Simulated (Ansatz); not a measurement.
Born–Oppenheimer molecular dynamics of a periodic cell of 36 atoms, H6C2O (packed as 4 CH3CH2OH, density as packed 0.79 g/cm³ with natural masses). It goes on from the last frame of an earlier run, with new velocities.

All numbers below come from DFT PBE-D3(BJ), scalar-relativistic, plane waves, PAW in Ansatz 0.2.0. Settings: accuracy low, cutoff 420 eV, k mesh 1x1x1, fermi-dirac smearing 0.05 eV, no spin polarisation.

```
ensemble                      : NVE (velocity Verlet)
time step                     : 0.75 fs
steps asked                   : 400
starting velocities drawn for : 300 K
seed                          : 837525
```

Frames 1.5 fs apart, positions in Å.

Velocities at 270.0 fs (Å/ps):

```
C -10.36 -0.90 1.39
C 0.16 -8.84 -4.36
O 3.86 -4.11 4.49
H -26.08 -7.68 -13.93
H 2.74 -0.25 -6.37
H 1.07 -10.95 -7.36
H -1.66 -22.33 16.14
H -4.17 3.17 2.44
H 8.18 31.35 2.77
C -5.44 -4.71 -1.86
C 2.83 1.26 -0.42
O -2.35 -4.06 -3.45
H -5.41 14.67 25.84
H 10.96 -54.74 -4.06
H 6.01 12.17 -3.31
H 17.68 12.13 13.33
H -25.41 12.61 6.87
H -13.69 -11.84 3.64
C 5.27 3.57 4.77
C 2.57 2.99 2.71
O 2.81 2.77 -2.00
H 6.67 21.31 1.82
H 16.38 -0.38 10.62
H 13.72 25.23 -4.76
H 17.24 41.63 27.52
H -9.42 5.68 -22.40
H 21.21 15.89 17.79
C -4.34 -1.80 5.28
C -3.36 10.52 -7.84
O -0.38 -3.43 -3.19
H -3.84 8.02 2.94
H 37.13 2.67 19.60
H -3.92 -7.17 1.44
H 9.50 7.62 -4.44
H 10.71 14.92 -13.88
H 2.79 1.49 -2.58
```

```xyz
36
Lattice="7.2936 0.0000 0.0000 0.0000 7.2936 0.0000 0.0000 0.0000 7.2936" Properties=species:S:1:pos:R:3 time_fs=270.0 energy_less_start_eV=-0.046 T=311
C 1.617 0.382 6.044
C 0.924 1.718 5.966
O -0.165 1.882 5.034
H 0.141 1.882 4.120
H 0.470 1.896 6.991
H 1.724 2.518 5.794
H 2.238 0.443 6.902
H 0.960 -0.464 6.050
H 2.334 0.210 5.232
C 4.995 5.093 6.476
C 4.042 4.084 7.251
O 4.255 2.797 6.779
H 4.878 2.810 6.010
H 4.224 4.117 8.348
H 2.968 4.366 7.125
H 4.843 6.213 6.569
H 5.972 4.858 6.747
H 4.816 4.855 5.416
C 3.618 1.710 2.769
C 2.395 2.110 1.992
O 1.238 1.326 2.427
H 0.632 1.356 1.696
H 2.196 3.161 2.340
H 2.473 1.917 0.934
H 4.405 2.542 2.749
H 3.377 1.706 3.821
H 4.049 0.752 2.455
C 6.852 4.705 2.326
C 6.415 6.149 2.677
O 5.203 6.072 3.403
H 5.036 6.822 3.982
H 7.169 6.736 3.232
H 6.140 6.648 1.704
H 7.876 4.829 1.833
H 6.921 4.207 3.313
H 6.116 4.181 1.645
36
Lattice="7.2936 0.0000 0.0000 0.0000 7.2936 0.0000 0.0000 0.0000 7.2936" Properties=species:S:1:pos:R:3 time_fs=271.5 energy_less_start_eV=0.053 T=290
C 1.602 0.380 6.045
C 0.924 1.706 5.960
O -0.160 1.876 5.042
H 0.110 1.868 4.095
H 0.476 1.897 6.972
H 1.717 2.495 5.786
H 2.240 0.406 6.937
H 0.946 -0.467 6.057
H 2.344 0.258 5.233
C 4.985 5.086 6.473
C 4.047 4.088 7.250
O 4.251 2.790 6.773
H 4.869 2.832 6.051
H 4.241 4.036 8.339
H 2.981 4.384 7.119
H 4.867 6.217 6.591
H 5.959 4.872 6.762
H 4.800 4.839 5.420
C 3.627 1.717 2.776
C 2.398 2.115 1.997
O 1.243 1.330 2.425
H 0.633 1.387 1.691
H 2.220 3.157 2.345
H 2.498 1.961 0.923
H 4.421 2.592 2.786
H 3.359 1.711 3.798
H 4.081 0.776 2.482
C 6.847 4.703 2.333
C 6.410 6.164 2.664
O 5.202 6.066 3.399
H 5.034 6.837 3.985
H 7.222 6.735 3.256
H 6.141 6.640 1.710
H 7.877 4.834 1.832
H 6.939 4.224 3.289
H 6.128 4.189 1.648
36
Lattice="7.2936 0.0000 0.0000 0.0000 7.2936 0.0000 0.0000 0.0000 7.2936" Properties=species:S:1:pos:R:3 time_fs=273.0 energy_less_start_eV=0.029 T=295
C 1.590 0.380 6.045
C 0.924 1.697 5.954
O -0.155 1.869 5.049
H 0.092 1.850 4.079
H 0.482 1.903 6.940
H 1.697 2.463 5.782
H 2.240 0.363 6.977
H 0.920 -0.482 6.067
H 2.346 0.302 5.232
C 4.969 5.081 6.470
C 4.051 4.095 7.250
O 4.247 2.782 6.768
H 4.876 2.851 6.076
H 4.256 3.966 8.326
H 2.998 4.401 7.113
H 4.884 6.192 6.618
H 5.991 4.876 6.781
H 4.790 4.829 5.421
C 3.639 1.726 2.782
C 2.401 2.120 2.004
O 1.248 1.334 2.423
H 0.622 1.416 1.677
H 2.240 3.152 2.330
H 2.528 2.017 0.909
H 4.410 2.607 2.811
H 3.332 1.706 3.806
H 4.116 0.795 2.507
C 6.843 4.705 2.339
C 6.405 6.179 2.652
O 5.200 6.061 3.396
H 5.042 6.845 3.978
H 7.255 6.718 3.260
H 6.152 6.643 1.711
H 7.852 4.825 1.843
H 6.962 4.225 3.276
H 6.152 4.203 1.664
36
Lattice="7.2936 0.0000 0.0000 0.0000 7.2936 0.0000 0.0000 0.0000 7.2936" Properties=species:S:1:pos:R:3 time_fs=274.5 energy_less_start_eV=0.012 T=298
C 1.581 0.377 6.045
C 0.923 1.689 5.948
O -0.150 1.863 5.055
H 0.087 1.828 4.085
H 0.483 1.916 6.908
H 1.677 2.434 5.780
H 2.224 0.320 7.002
H 0.891 -0.500 6.074
H 2.338 0.338 5.232
C 4.953 5.075 6.470
C 4.056 4.104 7.250
O 4.242 2.773 6.763
H 4.908 2.864 6.071
H 4.270 3.916 8.314
H 3.015 4.416 7.108
H 4.888 6.148 6.646
H 6.035 4.873 6.793
H 4.789 4.825 5.417
C 3.653 1.739 2.787
C 2.405 2.126 2.012
O 1.254 1.339 2.420
H 0.612 1.442 1.669
H 2.253 3.156 2.304
H 2.560 2.078 0.905
H 4.377 2.592 2.826
H 3.301 1.693 3.837
H 4.152 0.808 2.527
C 6.841 4.710 2.344
C 6.402 6.192 2.642
O 5.197 6.056 3.393
H 5.057 6.842 3.957
H 7.258 6.685 3.238
H 6.171 6.662 1.700
H 7.811 4.806 1.860
H 6.987 4.207 3.282
H 6.172 4.216 1.681
36
Lattice="7.2936 0.0000 0.0000 0.0000 7.2936 0.0000 0.0000 0.0000 7.2936" Properties=species:S:1:pos:R:3 time_fs=276.0 energy_less_start_eV=0.173 T=263
C 1.576 0.372 6.045
C 0.921 1.683 5.943
O -0.148 1.855 5.059
H 0.093 1.802 4.112
H 0.475 1.935 6.892
H 1.673 2.421 5.774
H 2.189 0.280 7.004
H 0.869 -0.508 6.076
H 2.320 0.358 5.234
C 4.940 5.068 6.471
C 4.060 4.113 7.251
O 4.236 2.764 6.758
H 4.948 2.868 6.057
H 4.281 3.892 8.305
H 3.025 4.429 7.107
H 4.877 6.107 6.675
H 6.059 4.868 6.789
H 4.794 4.830 5.408
C 3.666 1.752 2.794
C 2.409 2.131 2.019
O 1.259 1.343 2.417
H 0.613 1.463 1.678
H 2.255 3.175 2.275
H 2.589 2.137 0.916
H 4.337 2.566 2.832
H 3.275 1.674 3.868
H 4.187 0.817 2.542
C 6.841 4.721 2.348
C 6.401 6.202 2.634
O 5.194 6.052 3.392
H 5.075 6.836 3.932
H 7.235 6.645 3.197
H 6.193 6.698 1.675
H 7.778 4.782 1.871
H 7.010 4.177 3.300
H 6.178 4.217 1.689
36
Lattice="7.2936 0.0000 0.0000 0.0000 7.2936 0.0000 0.0000 0.0000 7.2936" Properties=species:S:1:pos:R:3 time_fs=277.5 energy_less_start_eV=0.262 T=245
C 1.572 0.364 6.048
C 0.918 1.678 5.940
O -0.147 1.848 5.063
H 0.114 1.773 4.143
H 0.459 1.961 6.893
H 1.687 2.426 5.765
H 2.142 0.247 6.987
H 0.859 -0.502 6.069
H 2.297 0.360 5.234
C 4.931 5.058 6.475
C 4.066 4.121 7.252
O 4.232 2.755 6.750
H 4.970 2.857 6.058
H 4.290 3.897 8.301
H 3.025 4.440 7.110
H 4.850 6.090 6.707
H 6.050 4.864 6.766
H 4.804 4.843 5.399
C 3.675 1.764 2.804
C 2.416 2.136 2.025
O 1.264 1.348 2.412
H 0.621 1.479 1.700
H 2.248 3.205 2.249
H 2.612 2.186 0.939
H 4.318 2.561 2.834
H 3.264 1.652 3.880
H 4.214 0.829 2.552
C 6.841 4.733 2.355
C 6.399 6.207 2.626
O 5.191 6.048 3.390
H 5.091 6.840 3.913
H 7.206 6.615 3.156
H 6.219 6.741 1.650
H 7.777 4.755 1.865
H 7.025 4.151 3.312
H 6.165 4.206 1.688
```

Of the whole run (300 fs, mean temperature of the second half 289 K): The conserved energy stayed within 0.37 meV per atom of its start (net change 0.19 meV per atom), so the integration is sound. A run of 0.3 ps of so small a system gives no equilibrium averages. Limits of this set-up: coarse k mesh, low accuracy level.

Run time: 10 min on 1 thread of Arm Neoverse V2 (shared host), peak memory 0.41 GiB.
